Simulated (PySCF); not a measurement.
## Polarisability and C₆ of Dy²⁺ (dysprosium, charge +2)

[Xe] 4f10, one real determinant. Computed with PySCF 2.14 in ANO-RCC-VTZP (8s7p5d3f2g1h, 104 functions), with scalar relativity by spin-free X2C-1e. Coupled (time-dependent) response in atomic units; α is the mean over directions. The basis has no added diffuse functions, which lowers α and C₆.

```csv
method,mean α (bohr³),"α xx, yy, zz",C₆ (like pair),S(−4)
UHF,7.165,"7.112, 7.112, 7.270",38.65,45.03
```

S(−4) is the Cauchy moment in α(ω) = α(0) + S(−4) ω² + …

Spin-orbit coupling is absent.

α(iu) at UHF:

```csv
u (hartree),α(iu) (bohr³)
0,7.165
0.0500,7.061
0.100,6.826
0.200,6.303
0.300,5.847
0.500,5.091
0.750,4.284
1.00,3.598
1.50,2.588
2.00,1.943
3.00,1.225
5.00,0.6280
```

A single London oscillator, α(iu) = α/(1 + u²/ω²), gives C₆ = (3/4) ω α². Matching the computed C₆ needs ω = 4 × 38.65 / (3 × 7.165²) = 1.00 hartree.

For an ion, C₆ is the dispersion term alone; charge-induced terms of lower order in 1/R come first.

The components differ because the open shell of this determinant is not spherical; for a pure term their mean is the scalar polarisability.

⟨L²⟩ = 34.03 against 42 for a pure I term, so this real determinant mixes terms. Spin-orbit coupling, absent here, splits the open shell strongly.
